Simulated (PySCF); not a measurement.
**ScP: frontier orbitals**

M06 at R = 2.280 Å; PySCF, no relativity, basis sets Sc def2-TZVPP, P def2-TZVPP. State: ³Π (triplet), unpaired electrons σ ↑, π ↑. Only the outer orbitals are listed, counted within each symmetry.

| spin | orbital | occ. | ε (eV) | on Sc (%) | main shells (%) |
| --- | --- | --- | --- | --- | --- |
| α | 3π | 1 | -36.70 | 100 | 100 Sc p |
| α | 3π | 1 | -36.49 | 100 | 100 Sc p |
| α | 8σ | 1 | -36.23 | 99 | 99 Sc p |
| α | 9σ | 1 | -14.84 | 9 | 90 P s |
| α | 4π | 1 | -6.45 | 27 | 72 P p, 21 Sc d |
| α | 10σ | 1 | -6.44 | 29 | 67 P p, 15 Sc d, 13 Sc s |
| α | 4π | 1 | -5.98 | 30 | 69 P p, 24 Sc d |
| α | 11σ | 1 | -4.86 | 100 | 66 Sc s, 31 Sc d |
| α | 1δ | 0 | -2.08 | 98 | 91 Sc d |
| α | 1δ | 0 | -2.06 | 100 | 100 Sc d |
| α | 5π | 0 | -1.86 | 91 | 62 Sc d, 29 Sc p, 9 P p |
| β | 3π | 1 | -36.19 | 100 | 100 Sc p |
| β | 3π | 1 | -36.19 | 100 | 100 Sc p |
| β | 8σ | 1 | -35.71 | 98 | 98 Sc p |
| β | 9σ | 1 | -13.62 | 8 | 92 P s |
| β | 10σ | 1 | -5.87 | 39 | 59 P p, 26 Sc s, 10 Sc d |
| β | 4π | 1 | -5.44 | 34 | 65 P p, 29 Sc d |
| β | 4π | 0 | -3.47 | 41 | 59 P p, 31 Sc d, 10 Sc p |
| β | 11σ | 0 | -3.15 | 87 | 45 Sc s, 23 Sc d, 19 Sc p |
| β | 1δ | 0 | -2.06 | 99 | 98 Sc d |

Q: Which are the highest filled and the lowest empty level, where do they sit, and how wide is the gap?

A: Highest filled α 11σ at -4.86 eV (in %: 66 Sc s, 31 Sc d); lowest empty β 4π at -3.47 eV (in %: 59 P p, 31 Sc d, 10 Sc p); the gap at M06 is 1.39 eV.

```
bond order (Mayer)                              : 2.34
⟨S²⟩                                            : 2.020
charge on Sc (Mulliken, basis-dependent)        : 0.27
charge on Sc (Löwdin, basis-dependent)          : -0.46
dipole moment (positive dipole means Sc(−)P(+)) : -4.21 D
```

The state is the lowest single determinant that the PBE0 search found; with open d or f shells the true ground state can be another one.
